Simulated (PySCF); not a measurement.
Cl2W, SMILES [Cl][W][Cl] (connectivity only; charge and spin as stated), neutral, multiplicity 5. Atoms are numbered in the order given.

```xyz
3

W      0.0000     0.0000    -0.2398
Cl     0.0000     2.1550     0.5218
Cl     0.0000    -2.1550     0.5218
```
Charge 0, spin multiplicity 5.

Geometry: B3LYP-D3(BJ)/def2-TZVP. The spin state was assumed, not searched. The def2 effective core potentials stand for the cores of W; spin–orbit coupling is left out.

The numbers are results of PBE/def2-TZVPD (PySCF), not measurements.

Isolated molecule, no solvent.

```yaml
total_energy: -987.21038 hartree
point_group: C2v
"α spin, highest occupied and lowest empty level": -4.85 and -4.39 eV
"β spin, highest occupied and lowest empty level": -8.19 and -3.82 eV
dipole_moment: 1.36 D
quadrupole, principal values (traceless, Buckingham form, about the centre of nuclear charge): -6.09, 2.16, 3.92 D·Å
mean_static_polarisability: 77.2 bohr³ (11.43 Å³)
polarisability_principal_values: 61.8, 64.9, 104.8 bohr³
"⟨S²⟩": 6.018 (pure state 6.00)
```
